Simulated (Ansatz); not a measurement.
Gas-phase electronic energies from Ansatz, PBE0-D4/def2-TZVP geometries. CBS: MP2 limit from def2 TZ/QZ plus the TZ coupled-cluster correction, frozen cores. Functionals use def2-TZVPP. B3LYP here is the variant with VWN-RPA as its local correlation; programs differ in this. One conformer a species, not always the lowest.

Reaction (isomerisation): `[NH2][Al]1[CH2]C[O]1` → `[CH3][AlH][C](=N)O`

```
             level  ΔE (kcal/mol)  difference from CCSD(T)/CBS
            PBE-D4           43.9                         -4.5
         r2SCAN-D4           47.3                         -1.1
           PBE0-D4           47.3                         -1.1
          B3LYP-D4           44.7                         -3.7
           ωB97X-V           47.4                         -1.0
           ωB97M-V           47.3                         -1.1
            B2PLYP           46.9                         -1.5
               PBE           43.8                         -4.6
            r2SCAN           47.3                         -1.1
              PBE0           47.2                         -1.2
             B3LYP           44.6                         -3.8
     HF/def2-TZVPP           44.3                         -4.1
    MP2/def2-TZVPP           51.1                          2.7
SCS-MP2/def2-TZVPP           49.2                          0.8
   CCSD/def2-TZVPP           48.3                         -0.1
CCSD(T)/def2-TZVPP           47.6                         -0.8
     HF/def2-QZVPP           44.6                         -3.8
    MP2/def2-QZVPP           51.7                          3.3
SCS-MP2/def2-QZVPP           49.8                          1.4
      HF/CBS(def2)           44.7                         -3.7
     MP2/CBS(def2)           51.9                          3.5
    CCSD/CBS(def2)           49.2                          0.8
       CCSD(T)/CBS           48.4                            0
```

Largest T1 diagnostic among the species: 0.014.

In def2-TZVPP, CCSD(T) changes the Hartree–Fock value by +3.2 kcal/mol (the triples alone add −0.8 kcal/mol) and MP2 by +6.8 kcal/mol. From PBE to PBE0 (25 % exact exchange), in def2-TZVPP and without D4, ΔE moves by +3.4 kcal/mol.
